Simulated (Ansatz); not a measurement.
Consider the formal exchange of groups at a C–S bond: `CSC#N` + `CO[SiH](F)OC` → `CO[Si](F)(C#N)OC` + CH₃SH.

Computed with Ansatz on PBE0-D4/def2-TZVP structures; ΔE is electronic, products minus reactants. CCSD(T)/CBS adds triple-zeta CCSD(T) − MP2 to the extrapolated MP2 energy (def2 sets, frozen cores). This one scheme is used for every species. Functionals use def2-TZVPP. B3LYP here is the variant with VWN-RPA as its local correlation; programs differ in this. Each species was taken in one conformer, which may not be the lowest.

```json
{"species": "`CSC#N`", "B3LYP-D4 energy (Eh)": "-531.02854"}
{"species": "`CO[SiH](F)OC`", "B3LYP-D4 energy (Eh)": "-620.55158"}
{"species": "`CO[Si](F)(C#N)OC`", "B3LYP-D4 energy (Eh)": "-712.84644"}
{"species": "CH₃SH", "B3LYP-D4 energy (Eh)": "-438.75655"}
```

Problem. Work out ΔE.

Solution. ΔE = (-712.84644) + (-438.75655) − (-531.02854) − (-620.55158) = -0.02287 Eh = -14.4 kcal/mol. CCSD(T)/CBS gives -16.3 kcal/mol.

Largest T1 diagnostic among the species: 0.013.

From PBE to PBE0 (25 % exact exchange), in def2-TZVPP and without D4, ΔE moves by −1.8 kcal/mol. In def2-TZVPP, CCSD(T) changes the Hartree–Fock value by +1.7 kcal/mol (the triples alone add +0.7 kcal/mol) and MP2 by +2.6 kcal/mol.
